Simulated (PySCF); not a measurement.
An equivalent PySCF input for Ca⁺ (calcium, charge +1), [Ar] 4s1, 2S determinant, with the spin-free X2C one-electron Hamiltonian (Gaussian nucleus):

```python
from pyscf import gto, scf, dft, mp, cc
import basis_set_exchange as bse
mol = gto.M(atom="Ca 0 0 0", charge=1, spin=1, symmetry="D2h",
            basis=gto.basis.parse(bse.get_basis("x2c-TZVPall", elements=["Ca"], fmt="nwchem", header=False)),
            nucmod="G")
mf = dft.UKS(mol, xc="LDA,VWN").sfx2c1e()
mf.irrep_nelec = {'Ag': (4, 3), 'B1u': (2, 2), 'B2u': (2, 2), 'B3u': (2, 2)}
mf.kernel()
```

It reaches the same state as the run whose output follows, with an energy that differs only through the grid. The run itself started from symmetry-adapted Hartree-Fock orbitals and held the occupation by maximum overlap, on a logarithmic radial grid, so the iterations belong to that start.

```
SCF conv_tol = 1e-09
number electrons alpha = 10  beta = 9
XC functionals = LDA,VWN
    P. A. M. Dirac.,  Math. Proc. Cambridge Philos. Soc. 26, 376 (1930)
    F. Bloch.,  Z. Phys. 57, 545 (1929)
    S. H. Vosko, L. Wilk, and M. Nusair.,  Can. J. Phys. 58, 1200 (1980)
cycle= 1 E= -678.346179501603  delta_E= -0.00608  |g|= 0.0102  |ddm|= 0.293
cycle= 2 E= -678.346192173143  delta_E= -1.27e-05  |g|= 0.00178  |ddm|= 0.00997
cycle= 3 E= -678.346193112565  delta_E= -9.39e-07  |g|= 0.000914  |ddm|= 0.00396
cycle= 4 E= -678.346193392635  delta_E= -2.8e-07  |g|= 3.51e-06  |ddm|= 0.00115
cycle= 5 E= -678.346193392646  delta_E= -1.17e-11  |g|= 7.52e-08  |ddm|= 3.3e-05
converged SCF energy = -678.346193392646  <S^2> = 0.75009068  2S+1 = 2.0000907
```
